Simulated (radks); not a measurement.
Results of a calculation; reference values are marked as such.
Spherical jellium clusters: N electrons in a uniform positive sphere of charge N and radius rs N^(1/3), rs = 5.74 bohr. Level of theory: non-relativistic Kohn-Sham, LDA (Slater exchange, Perdew-Wang correlation), spin-polarised, spherical densities (a radial shooting solver with Libxc functionals). Levels are named by radial order and angular momentum (1s, 1p, 1d, 2s, ...), and open shells are averaged over m.

N = 19, configuration 1s2 1p6 1d10 2s(up 1, down 0). This is the lowest configuration that the search found. Occupied and some empty levels:

level,occupation,eigenvalue (eV),<r> (bohr)
1s up,1,-3.3395,9.371
1s down,1,-3.2510,10.07
1p up,3,-2.9403,11.19
1p down,3,-2.9069,11.33
1d up,5,-2.4434,12.26
1d down,5,-2.4235,12.29
2s up,1,-2.2288,9.342
2s down,0,-2.0038,9.586
1f up,0,-1.8486,13.13
1f down,0,-1.8317,13.13
2p up,0,-1.4324,11.26
2p down,0,-1.3310,11.70
1g up,0,-1.1725,13.98
1g down,0,-1.1557,13.98

Energy (eV): total -33.8868, kinetic 17.082, external -767.65, Hartree 383.41, exchange-correlation -51.532, background 384.81.
